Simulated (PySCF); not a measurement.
# Ionisation energy of F⁸⁺ by level of theory

F⁸⁺ 1s1 (2S) → F⁹⁺ (bare nucleus), as a difference of total energies. Computed with PySCF 2.14 in an even-tempered Gaussian basis (20 s from 2.9 bohr⁻², ratio 2; 8 p from 4.5 bohr⁻², ratio 2.2; 4 d from 14 bohr⁻², ratio 2.2; 4 f from 20 bohr⁻², ratio 2.2; 3 g from 31 bohr⁻², ratio 2.2; 2 h from 46 bohr⁻², ratio 2.2), with the spin-free X2C one-electron Hamiltonian (Gaussian nucleus). The calculations carry no spin-orbit coupling.

```tsv
method	ionisation energy (eV)
UHF	1103.3
LDA	1093.7
PBE	1101.9
PBE0	1102.2
r2SCAN	1103.3
revPBE	1103.0
r2SCANh	1103.3
```

For comparison: 1103.1 eV (theoretical estimate listed by NIST; NIST Atomic Spectra Database, ionization energies).
